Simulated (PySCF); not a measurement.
# One molecule, many functionals

Compound: C₃H₈SeSi.
Geometry (PBE0-D3(BJ)/def2-SVP, Å), atoms numbered from 1 in this order:
```xyz
13
C3H8SeSi angstrom
Si     2.2672   -0.3772   -0.3339
Se     0.3495   -1.1709   -1.2734
C     -0.7909    0.2328   -0.5835
C     -2.1578   -0.1369   -0.0945
C     -1.1125    0.3118    0.8801
H      3.3567   -1.3081   -0.7510
H      2.1662   -0.3493    1.1569
H      2.5742    1.0054   -0.8116
H     -0.6910    1.1731   -1.1334
H     -2.9807    0.5408   -0.3370
H     -2.4308   -1.1956   -0.0945
H     -1.1998    1.3066    1.3257
H     -0.6724   -0.4439    1.5368
```

Linear-response calculations in the def2-SVPD basis (PySCF; singlets by full response, triplets Tamm–Dancoff, core orbitals frozen in the response; HF means time-dependent Hartree–Fock). 'Strongest' is the level of largest summed f among the singlets computed (10 roots, of which the last may lack a degenerate partner); it can jump between rows when another state enters that window. S1 is the lowest singlet of each run and needn't be the same state throughout; f(S1) is that of one state. The structure is a single PBE0-D3(BJ)/def2-SVP conformer in the gas phase; no vibrational or solvent corrections. The LDA/def2-SVPD calculation is non-relativistic and has no spin–orbit coupling, an omission that weighs most on selenium.

```
functional                               kind  S1 (eV)  f(S1)  strongest (eV)  T1 (eV)  HOMO (eV)  gap (eV)  ionisation energy, ΔSCF (eV)
       LDA                                LDA     4.57  0.007            6.24     4.27      -5.60      4.41                          8.59
       PBE                                GGA     4.62  0.006            6.58     4.26      -5.49      4.49                          8.42
     B3LYP  global hybrid, 20% exact exchange     4.84  0.004            7.06     4.47      -6.38      5.98                          8.59
      PBE0  global hybrid, 25% exact exchange     4.94  0.005            7.25     4.52      -6.60      6.42                          8.57
 BHandHLYP  global hybrid, 50% exact exchange     5.15  0.004            7.70     4.72      -7.57      8.16                          8.55
 CAM-B3LYP             range-separated hybrid     5.00  0.004            7.51     4.59      -7.86      8.57                          8.67
   wB97X-D             range-separated hybrid     5.05  0.003            7.59     4.68      -8.41      9.87                          8.63
   LC-wPBE             range-separated hybrid     5.21  0.003            8.07     4.72      -9.20     10.93                          8.72
```

Question: What does HF (Hartree–Fock) give?

Answer: S1 (eV) 5.57, f(S1) 0.003, strongest (eV) 8.43, T1 (eV) 4.99, HOMO (eV) -9.11, gap (eV) 11.27, ionisation energy, ΔSCF (eV) not settled. S1 runs from 4.57 eV (LDA) to 5.57 eV (HF), a spread of 0.99 eV, while the orbital gap spreads over 6.9 eV. Along PBE (0%), B3LYP (20%), PBE0 (25%), BHandHLYP (50%), HF (100%) S1 rises with the share of exact exchange. −ε(HOMO) comes closest to its own ΔSCF ionisation energy with wB97X-D (-0.22 eV) and misses most with LDA (-2.99 eV). 'Not settled' means that the ion's SCF failed to converge or may have ended in another state than the lowest.

Without π bonds the low states are Rydberg-like; a valence basis with one diffuse set may place them up to an eV too high.
